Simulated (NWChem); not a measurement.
Species: SnHSF, singlet; SMILES [SH][Sn][F]

```xyz
4

Sn     0.3574     0.4220     0.0006
F     -1.4488     1.1743    -0.0005
S     -0.3948    -1.9112     0.0009
H      0.8793    -2.3676     0.0017
```
Atoms are numbered in this order, from 1.

Level: PBE0/def2-SVP with def2 effective core potentials on Sn (NWChem), optimised geometry, unscaled harmonic frequencies. Low-valent species are run as closed-shell singlets; no triplet was tried in these runs. def2 effective core potentials on Sn; no spin-orbit coupling.

Q: List the harmonic frequencies with IR intensities, and the thermochemistry.

A: 
| frequency (cm⁻¹) | IR intensity (km/mol) |
|---|---|
| 143 | 4.3 |
| 308 | 8.6 |
| 341 | 46.0 |
| 611 | 84.1 |
| 641 | 17.8 |
| 2703 | 1.9 |

The zero-point energy is 6.8 kcal/mol, the thermal correction to the enthalpy at 298.15 K (with zero-point energy) is 10.2 kcal/mol and the heat capacity Cv is 13.1 cal/(mol K). The entropy at 298.15 K and 1 atm (symmetry number 1) is 73.6 cal/(mol K).

Rigid rotor and harmonic oscillator.
